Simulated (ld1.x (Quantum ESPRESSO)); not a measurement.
**P (Z = 15): one change to a TM potential, before and after**

* Element: P
* Generator: ld1.x (Quantum ESPRESSO) 7.5
* Type: norm-conserving Troullier–Martins (Kleinman–Bylander form)
* Functional: PBE
* Relativity: non-relativistic
* Frozen core: [Ne]
* Valence charge: 5
* Reference configuration: 3s2 3p3
* Partial waves: 3p (bound): rc 1.70 bohr; 3s (bound): rc 1.40 bohr
* Local potential: the s channel
* Core correction: none

All-electron outer shells of the reference configuration (PBE, non-relativistic, ld1.x):

```csv
shell,level (eV),outermost node (bohr),outermost maximum (bohr)
2p,-124.51,–,0.36
3s,-13.90,0.66,1.58
3p,-5.52,0.64,1.83
```

Change: all radii scaled by about 0.97 (s 1.36, p 1.64 bohr).

Cutoffs: the cutoffs (Ry, on a coarse ladder) from which the occupation-weighted sum of valence levels, in a spherical-Bessel basis at the reference potential, stays within 10 and 1 mRy of its value at 400 Ry; they do not see the model core or the augmentation charge, which bear on the density cutoff. Errors are all-electron minus pseudo energies relative to the spin-unpolarised reference configuration.

Q: How do hardness, ghosts and transferability respond?

A: The potential gets neither clearly harder nor softer (30 Ry and 50 Ry → 30 Ry and 50 Ry); of the 7 tests that both files solve, the error grows in 2 and shrinks in 0 by more than 15 % and 0.3 meV (median size 2.5 → 4.5 meV); neither file shows a bound ghost.

| quantity | base | changed |
| --- | --- | --- |
| cutoff, loose | 30 Ry | 30 Ry |
| cutoff, tight | 50 Ry | 50 Ry |
| bound ghosts | none | none |
| error for 3s2 3p2, meV [ΔE 9.74 eV] | +2.0 | +2.1 |
| error for 3s2 3p1, meV [ΔE 28.90 eV] | +14 | +15 |
| error for 3s2 3p0, meV [ΔE 58.65 eV] | +55 | +57 |
| error for 3s1 3p3, meV [ΔE 18.77 eV] | +6.5 | +7.2 |
| error for 3s1 3p4, meV [ΔE 8.45 eV] | +1.3 | +2.0 |
| error for 3s0 3p5, meV [ΔE 17.02 eV] | +2.5 | +4.5 |
| error for 3s2 3p3.3, meV [ΔE -1.31 eV] | +0.1 | +0.1 |
